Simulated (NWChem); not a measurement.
System: MgHF; SMILES [F][MgH]

NWChem printed, in part:

```
             Northwest Computational Chemistry Package (NWChem) 7.3.0
             --------------------------------------------------------

 ORDER OF PRIMARY AXIS IS BEING SET TO 4
 C4V symmetry detected

                             Geometry "geometry" -> ""
                             -------------------------

 Output coordinates in angstroms (scale by  1.889725989 to convert to a.u.)

  No.       Tag          Charge          X              Y              Z
 ---- ---------------- ---------- -------------- -------------- --------------
    1 Mg                  12.0000     0.00000000     0.00000000    -0.64373101
    2 H                    1.0000     0.00000000     0.00000000    -2.33154714
    3 F                    9.0000     0.00000000     0.00000000     1.11736881

 Effective nuclear repulsion energy (a.u.)      37.5951909027

      Symmetry information
      --------------------

 Group name             C4v
 Group number             18
 Group order               8
 No. of unique centers     3

                                 NWChem DFT Module
                                 -----------------

 Summary of "ao basis" -> "ao basis" (spherical)
 ------------------------------------------------------------------------------
       Tag                 Description            Shells   Functions and Types
 ---------------- ------------------------------  ------  ---------------------
 Mg                         def2-svp                 8       18   4s3p1d
 H                          def2-svp                 3        5   2s1p
 F                          def2-svp                 6       14   3s2p1d

      Symmetry analysis of basis
      --------------------------

        a1         17
        a2          0
        b1          2
        b2          2
        e          16

            General Information
            -------------------
          SCF calculation type: DFT
          Wavefunction type:  closed shell.
          No. of atoms     :     3
          No. of electrons :    22
           Alpha electrons :    11
            Beta electrons :    11
          Charge           :     0
          Spin multiplicity:     1
          Use of symmetry is: on ; symmetry adaption is: on
          Maximum number of iterations: 150
          AO basis - number of functions:    37
                     number of shells:    17
          Convergence on energy requested:  1.00D-06
          Convergence on density requested:  1.00D-05
          Convergence on gradient requested:  5.00D-04

              XC Information
              --------------
                        M06-L Method XC Functional
                         M06-L Exchange Functional  1.000
                       M06-L Correlation Potential  1.000

             Grid Information
             ----------------
          Grid used for XC integration:  coarse
          Radial quadrature: Mura-Knowles
          Angular quadrature: Lebedev.
          Tag              B.-S. Rad. Rad. Pts. Rad. Cut. Ang. Pts.
          ---              ---------- --------- --------- ---------
          Mg                  1.50       70           8.0       302
          H                   0.35       35           8.0       302
          F                   0.50       35           9.0       302
          Grid pruning is: on
          Number of quadrature shells:   140
          Spatial weights used:  Erf1

      Superposition of Atomic Density Guess
      -------------------------------------

 Sum of atomic energies:        -299.32660108

      Non-variational initial energy
      ------------------------------

 Total energy =    -299.193447
 1-e energy   =    -493.410649
 2-e energy   =     156.622012
 HOMO         =      -0.401414
 LUMO         =      -0.045992

      Symmetry analysis of molecular orbitals - initial
      -------------------------------------------------

 !! scf_movecs_sym_adapt:    4 vectors were symmetry contaminated

  Symmetry fudging

 !! scf_movecs_sym_adapt:    4 vectors were symmetry contaminated

  Numbering of irreducible representations:

     1 a1          2 a2          3 b1          4 b2          5 e

  Orbital symmetries:

     1 a1          2 a1          3 a1          4 a1          5 e
     6 e           7 a1          8 a1          9 e          10 e
    11 a1         12 a1         13 e          14 e          15 a1
    16 a1         17 b2         18 b1         19 e          20 e
    21 e

     ---------------------------------------------
      Total Density - Mulliken Population Analysis
     ---------------------------------------------

    Atom       Charge   Shell Charges
 -----------   ------   -------------------------------------------------------
    1 Mg  12    11.05   2.00  2.00  0.64  0.16  5.99  0.15  0.07  0.05
    2 H    1     1.11   0.61  0.49  0.00
    3 F    9     9.84   1.99  1.16  0.82  3.62  2.25  0.00

[...]

                         DFT ENERGY GRADIENTS

    atom               coordinates                        gradient
                 x          y          z           x          y          z
   1 Mg      0.000000   0.000000  -1.216475    0.000000   0.000000   0.001029
   2 H       0.000000   0.000000  -4.405985    0.000000   0.000000  -0.001780
   3 F       0.000000   0.000000   2.111521    0.000000   0.000000   0.000752
```

Level: M06-L/def2-SVP. Coordinates come from a PBE0/def2-SVP optimisation.

Q: Write an input that gives this output.

A: This is not unique; one that fits is the input that was run:
```
start job
memory heap 200 mb stack 900 mb global 1100 mb
geometry units angstroms noautoz
  Mg    -0.000912    -0.592434     0.000000
  H     -0.005451    -2.280246     0.000000
  F      0.000812     1.168665     0.000000
end
basis spherical
  * library def2-svp
end
dft
  xc m06-l
  grid coarse
  iterations 150
  mulliken
end
task dft gradient
```
